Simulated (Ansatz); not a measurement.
The same path of CH$_{3}$Cl$_{3}$Si (8 atoms, charge 0, multiplicity 1) was run twice with different band settings. Lost on the way: Si1–Cl2, C3–H4. Made: Cl2–H4.

Computed with RKS r2SCAN/def2-SVP in Ansatz 0.2.0.

Relaxed end points:

```xyz
8
Properties=species:S:1:pos:R:3
Si 0.085 0.334 0.717
Cl 1.770 -0.388 1.656
C -0.114 -0.442 -0.948
H 0.827 -0.374 -1.514
Cl 0.267 2.378 0.543
Cl -1.545 -0.075 1.908
H -0.387 -1.503 -0.845
H -0.904 0.071 -1.518
```

```xyz
8
Properties=species:S:1:pos:R:3
Si -0.755 0.620 0.435
Cl 2.516 -0.762 0.632
C -0.492 -0.354 -0.937
H 1.399 -0.701 -0.075
Cl -0.187 2.564 0.578
Cl -1.471 -0.074 2.204
H -0.863 -1.383 -0.964
H -0.146 0.089 -1.875
```

Common settings: movable images 9; climbing image yes; optimiser quadratic models (default); start path through a guess of the saddle point; force threshold 0.05 eV/Å; end points relaxed.

| run | spring | iteration limit |
| --- | --- | --- |
| 1 | 5.0 eV/Å² | 38 |
| 2 | 2.0 to 10.0 eV/Å², energy-weighted | 47 |

Question: What does each run give, and how far can it be trusted?

Answer: Run 1: converged after 8 iterations, highest image 3.617 eV above the first end. Neighbouring images differ by up to 1.5 eV, so the band resolves the path poorly. A vibrational analysis at the climbing image gives one clearly imaginary mode, 336i cm⁻¹: a first-order saddle point.
Run 2: converged after 11 iterations, highest image 3.617 eV above the first end. Neighbouring images differ by up to 2.3 eV, so the band resolves the path poorly. Another band between the same ends (9 images) ends at a top of the same energy, where a vibrational analysis finds 1 clearly imaginary mode.
The orbitals stay closed-shell, which can raise the energy where a bond breaks towards radicals; this wasn't checked here.
